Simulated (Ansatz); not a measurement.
Reaction (SMILES): C=[SiH2] (CH2-SiH2) → [CH]=[SiH2] (CH-SiH2) + H atom
B3LYP-D3(BJ)/def2-TZVP geometries, fixed; electronic energies without zero-point terms.
Largest species:
```
Si
C 1 1.7009
H 2 1.0823 1 122.25
H 2 1.0823 3 115.51 1 180.00
H 1 1.4730 2 122.63 3 0.00
H 1 1.4730 5 114.74 2 -180.00
```
Charge 0, spin multiplicity 1.

Basis-set convergence of the bond dissociation energy at PBE with Ansatz (a quantum-chemistry and plane-wave program). Cartesian d functions, on some or all atoms, in 6-31G*, 6-31+G*, 6-31G**; all else is spherical. The program fits the integrals of some runs and decomposes those of others, by size. Open shells are unrestricted. No added dispersion term, no relativity. Functions are those of the species that has most. Reference: the value in aug-pcseg-3, 111.95 kcal/mol, itself unsure by roughly 0.03 kcal/mol (its mean distance from aug-cc-pV(Q+d)Z, cc-pV(5+d)Z, def2-QZVPPD).

```tsv
basis	functions	bond dissociation energy (kcal/mol)
pcseg-0	30	114.48
6-31G*	42	___
6-31+G*	50	___
6-31G**	54	___
def2-TZVPD	116	___
6-311++G(3df,3pd)	158	112.05
aug-pcseg-2	188	112.04
aug-cc-pV(T+d)Z	193	111.96
cc-pV(Q+d)Z	239	112.00
```

**Question.** Some entries are withheld; supply them.

**Answer.** 
- 6-31G*, bond dissociation energy (kcal/mol): 112.32
- 6-31+G*, bond dissociation energy (kcal/mol): 112.20
- 6-31G**, bond dissociation energy (kcal/mol): 113.37
- def2-TZVPD, bond dissociation energy (kcal/mol): 111.79
